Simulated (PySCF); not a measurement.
Isomers of [C6H7O]+ (charge +1), one GFN2-xTB conformer each. Single-point energies are computed at PBE0/pcSseg-1 (PySCF, gas phase, no added dispersion term), electronic only.

```tsv
SMILES	GFN2-xTB relative energy (kJ/mol)
CCC#CCC#[O+]	0.0
C#C[C@@H](C#[O+])CC	36.8
```

Conformers: `[CH:1]#[C:2][C@@H:3]([C:4]#[O+:5])[CH2:6][CH3:7]` (charge +1) with C2–C3–C6–C7 69°.

Question: What does PBE0/pcSseg-1 give for the same structures?

Answer: 
```csv
SMILES,PBE0/pcSseg-1 E (Eh),PBE0/pcSseg-1 (kJ/mol),GFN2-xTB (kJ/mol),point group
CCC#CCC#[O+],-307.28915,0.0,0.0,C1
C#C[C@@H](C#[O+])CC,-307.28397,13.6,36.8,C1
```

Both levels put the same isomer lowest. Neighbours under 21 kJ/mol apart (CCC#CCC#[O+] and C#C[C@@H](C#[O+])CC) can change places with a better method, another conformer or zero-point energy.

Question: Which frontier levels and rotational constants go with these structures?

Answer: 
```json
{"SMILES": "CCC#CCC#[O+]", "HOMO (eV, PBE0/pcSseg-1)": "-12.81", "LUMO (eV)": "-7.66", "A, B, C (MHz)": "5754, 1279, 1105"}
{"SMILES": "C#C[C@@H](C#[O+])CC", "HOMO (eV, PBE0/pcSseg-1)": "-13.38", "LUMO (eV)": "-7.71", "A, B, C (MHz)": "3417, 2179, 1420"}
```
